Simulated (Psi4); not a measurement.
Psi4 input (wB97X-D/6-31G*):

```
memory 1500 MB

molecule {
-1 1
O     1.39901660   -0.49795935    0.03366731
B     0.19588406   -0.06972205    0.00471395
O    -0.98129508   -0.92517319   -0.15754506
O    -0.18219759    1.33930127    0.12954563
H    -1.78320164   -0.46787925    0.10955747
H    -1.08041008    1.48713965   -0.17847023
symmetry c1
no_reorient
no_com
}

set {
  basis 6-31G*
  reference rks
  scf_type pk
  dft_radial_points 99
  dft_spherical_points 590
  e_convergence 1e-8
  d_convergence 1e-7
  maxiter 150
}

e = energy('wb97x-d')
print_out(f'\nFINAL {e:.10f} DIPOLE {variable("CURRENT DIPOLE")[0]:.6f} {variable("CURRENT DIPOLE")[1]:.6f} {variable("CURRENT DIPOLE")[2]:.6f}\n')
```

### Question
What final total energy does it give?

### Answer
-251.77326 Eh.
